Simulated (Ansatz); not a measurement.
Cartesian coordinates (Å):
```xyz
8

N      2.5194    -1.2435     0.0907
C      1.6172    -0.5263     0.0595
Si     0.1251     0.5972     0.0077
N     -1.3614    -0.2363    -0.0534
H      0.2001     1.3941     1.2442
H      0.2944     1.4059    -1.2118
H     -1.6654    -0.6916    -0.9000
H     -1.7293    -0.6995     0.7630
```
Charge 0, multiplicity 1.

Level of theory: Ansatz (a quantum-chemistry and plane-wave program) with frozen-core CCSD(T)/cc-pVTZ // B3LYP-D3(BJ)/def2-TZVP.

```json
{
 "HF energy": "-438.13147 Ha",
 "MP2 correlation energy": "-0.67180 Ha"
}
```

**Question.** Estimate the CCSD correlation energy, the (T) correction, the total energy and the T1 diagnostic.

**Answer.** 
The CCSD correlation energy comes out as -0.69536 Ha and the (T) correction comes out as -0.03135 Ha. The CCSD(T) total energy comes out as -438.85818 Ha and the T1 diagnostic comes out as 0.012.
